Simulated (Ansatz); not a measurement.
Basis-set extrapolation for `CN(C)CCCN` (PBE0-D4/def2-TZVP geometry, frozen core, Ansatz 0.2.0). Multiplicity 1, RHF reference.

```csv
,def2-TZVPP,def2-QZVPP
HF,-306.478946,-306.493863
MP2 correlation,-1.309789,-1.394455
CCSD(T) correlation,-1.432149,not run
```

Energies in hartree. Use E(X) = E(∞) + A·exp(−7.88·√X) for Hartree–Fock and E(X) = E(∞) + B·X^(−2.97) for correlation, with X = 3 and 4, and add CCSD(T) minus MP2 of the smaller set to the MP2 limit.

Problem. What is the CCSD(T) energy at the basis-set limit?

Solution. HF limit: -306.493863 + (-0.014917) × 0.13774 = -306.49592. MP2 limit: -1.394455 + (-0.084666) × 0.74074 = -1.45717. Higher-order term: -1.432149 − (-1.309789) = -0.12236. Total: -308.07545 hartree, 431.5 kJ/mol below CCSD(T)/def2-TZVPP.
